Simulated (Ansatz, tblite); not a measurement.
Removing and adding an electron: Pb₃SeBr₄. The state is a singlet with charge 0. Geometry: PBE-D4/def2-SVP. Ansatz, gas phase; energy differences of separate SCF runs; the oxidised species was run as a doublet alone; the reduced species was run as a doublet alone.

```tsv
atom	x (Å)	y (Å)	z (Å)
Pb1	-0.4972	-2.6829	-0.0668
Pb2	1.3178	0.8483	-1.4529
Pb3	-0.2483	1.0564	1.8410
Se4	1.5161	-0.9125	0.7784
Br5	1.9800	2.7229	0.7693
Br6	-2.3467	-1.2439	1.5124
Br7	-1.3458	1.7175	-0.7484
Br8	-0.3758	-1.5058	-2.6330
```

In the def2 sets Pb takes a core potential; there is no spin–orbit coupling. The xTB rows come from tblite. HOMO above LUMO, or a gap near zero within one spin, warns that the state may not be the lowest or that an electron is smeared out. The structure comes from a short search, and lower isomers may exist.

Q: Estimate orbital energies and vertical ionisation energies and electron affinities at: GFN1-xTB; GFN2-xTB; PBE-D4/def2-SVP; PBE0-D4/def2-SVP.

A: 
```tsv
level	−HOMO (eV)	vertical IE (eV)	−LUMO (eV)	vertical EA (eV)	HOMO–LUMO gap (eV)	IE − EA (eV)	remarks
GFN1-xTB	8.97	11.41	4.76	2.45	4.20	8.96	–
GFN2-xTB	10.98	13.21	6.79	4.64	4.19	8.57	–
PBE-D4/def2-SVP	6.02	8.12	2.74	0.89	3.28	7.23	HOMO above zero (-1 doublet), gap within one spin near zero (+1 doublet), gap within one spin near zero (-1 doublet)
PBE0-D4/def2-SVP	7.06	8.52	2.16	0.86	4.90	7.66	HOMO above zero (-1 doublet)
```

Relaxing the oxidised species (PBE-D4/def2-SVP) changes its energy by -0.39 eV at PBE-D4/def2-SVP, so the adiabatic ionisation energy to this nearest minimum is 7.72 eV. At PBE0-D4/def2-SVP it is 7.97 eV.     A HOMO above zero means that the electron is unbound at that level or that self-interaction error raises the level; the energy of removing that electron tells which. Raw xTB energy differences between charge states are shifted by several eV; the methods need an empirical correction for them. Sets without diffuse functions give affinities that are too small.
